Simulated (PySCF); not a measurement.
**Computed properties of Ge(H)3(Me) (CH6Ge), SMILES [CH3][GeH3]**

Ge(H)3(Me) (CH6Ge), SMILES [CH3][GeH3]. Coordinates come from a B3LYP-D3(BJ)/def2-TZVP optimisation. One conformer was computed; it need not be the lowest. All values are computed for the isolated molecule unless a solvent is named; none is compared with measurement here.

**Structure.** The optimised structure has C3v symmetry. All 18 harmonic modes at B3LYP-D3(BJ)/def2-TZVP (PySCF) are real, so it is a minimum.

**Vibrations.** The strongest infrared lines (harmonic, unscaled, degenerate partners summed) lie at 2127 cm⁻¹ (372 km/mol, H 100 %), 843 cm⁻¹ (156 km/mol, H 97 %), 851 cm⁻¹ (147 km/mol, H 83 %, C 13 %). The softest mode is at 164 cm⁻¹ and the zero-point energy is 37.1 kcal/mol.

**Electronic structure.** ωB97X/def2-TZVPD (PySCF) places the frontier levels at -11.27 and 1.92 eV, a gap of 13.19 eV, and gives a dipole moment of 0.68 D and a mean polarisability of 46.9 bohr³.

**Excitations.** TDA-PBE0/def2-SVPD (PySCF) has S1 at 8.13 eV (152 nm, f = 0.018, weak); the most intense of the 10 singlets computed lies at 8.78 eV (f = 0.43). Strengths of degenerate partners are summed. T1 (TDA) is at 7.66 eV, 0.47 eV under S1. No vertical singlet excitation falls in the visible range (under 3.1 eV).

**NMR.** GIAO shifts at B3LYP/pcSseg-2 (PySCF) (non-relativistic, atoms alike by connectivity averaged): ¹³C at -7.8 ppm against TMS; ¹H from 0.3 to 4.1 ppm against TMS.
